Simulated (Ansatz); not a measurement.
Program: Ansatz 0.2.0.

A structure relaxed at PBE0-D4/def2-TZVP, charge 0, multiplicity 1:

```
atom   x (Å)   y (Å)   z (Å)
  C1  -1.106   1.599   2.714
  C2   0.325   1.172   2.999
  C3   1.051   0.603   1.786
  C4   1.308   1.619   0.683
  C5   2.089   1.063  -0.502
  C6   1.413  -0.091  -1.235
  C7   0.067   0.273  -1.843
  C8  -0.582  -0.858  -2.634
  C9  -0.897  -2.112  -1.826
 C10  -1.857  -1.871  -0.678
 O11  -2.144  -3.044   0.055
 H12  -1.691   0.763   2.319
 H13  -1.603   1.949   3.621
 H14  -1.152   2.410   1.983
 H15   0.320   0.419   3.793
 H16   0.892   2.025   3.392
 H17   0.467  -0.238   1.394
 H18   2.011   0.180   2.105
 H19   0.359   2.038   0.332
 H20   1.866   2.463   1.106
 H21   2.278   1.874  -1.215
 H22   3.073   0.729  -0.152
 H23   1.297  -0.938  -0.552
 H24   2.078  -0.441  -2.033
 H25  -0.618   0.610  -1.059
 H26   0.200   1.134  -2.509
 H27   0.074  -1.134  -3.467
 H28  -1.508  -0.487  -3.088
 H29  -1.337  -2.862  -2.497
 H30   0.020  -2.559  -1.428
 H31  -1.426  -1.177   0.047
 H32  -2.781  -1.407  -1.056
 H33  -2.486  -3.702  -0.556
```

Q: Give its formula and SMILES.

A: C10H22O, `CCCCCCCCCCO`.

Q: Point group (tolerance 0.08 Å, 0.16 Å for H)?

A: C1.

Q: Summarise the bond lengths by kind.

A: 9 × C–C 1.516 to 1.525 Å; 21 × C–H 1.092 to 1.101 Å; 1 × C–O 1.412 Å; 1 × H–O 0.961 Å.
